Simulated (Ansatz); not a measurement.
Ge6N (the lowest doublet isomer of a short search). Total charge 0; doublet. Geometry PBE-D4/def2-SVP, basis def2-TZVP, Ansatz.

Cartesian coordinates in Å:
```
N 0.4004 0.8804 -0.7536
Ge 0.4214 -2.2257 -0.2792
Ge -1.5755 0.7224 -0.2730
Ge 0.1713 2.4719 0.3730
Ge 0.4853 -0.0054 1.3439
Ge 1.9065 -0.2466 -1.0489
Ge -1.8093 -1.5971 0.6379
```

```
run  HOMO (eV)  LUMO (eV)
  A      -4.47      -3.90
  B      -4.81      -3.81
  C      -5.11      -3.56
  D      -5.32      -3.25
```

The structure comes from a short search, and lower isomers may exist.

HOMO and LUMO are taken over both spins.

Task: The runs used PBE, PBE0, r2SCAN, r2SCANh. Estimate which is which.

Result: A PBE (0 % exact exchange); B r2SCAN (0 % exact exchange); C r2SCANh (10 % exact exchange); D PBE0 (25 % exact exchange). Exact exchange lowers occupied and raises empty levels; among semilocal functionals meta-GGAs tend to open the gap a little, and such runs are hard to tell apart. The gap grows from 0.58 eV (PBE) to 2.07 eV (PBE0).
